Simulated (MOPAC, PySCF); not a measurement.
Isomers of C2H6Si. Gas-phase values, no solvent. Strings in code marks are SMILES.

Quantity: electronic energy of isomers of C2H6Si relative to `C=C[SiH3]`, in kcal/mol. Semi-empirical values (MOPAC) are differences of heats of formation.

Level 1: B3LYP-D3(BJ)/def2-TZVP (PySCF)
Level 2: PBE-D3(BJ)/def2-TZVP // B3LYP-D3(BJ)/def2-TZVP (PySCF)
Level 3: B3LYP/3-21G // B3LYP-D3(BJ)/def2-TZVP (PySCF)
Level 4: PM3 // B3LYP-D3(BJ)/def2-TZVP (MOPAC)

```csv
species,level 1,level 2,level 3,level 4
`C1C[SiH2]1`,9.94,4.33,8.87,3.93
`CC=[SiH2]`,[?],14.7,[?],[?]
`C=[SiH]C`,7.95,4.58,3.31,4.12
```

**Question.** Some entries are withheld; supply them.

**Answer.** 
- `CC=[SiH2]`, level 1: 18.4
- `CC=[SiH2]`, level 3: 13.4
- `CC=[SiH2]`, level 4: 13.1
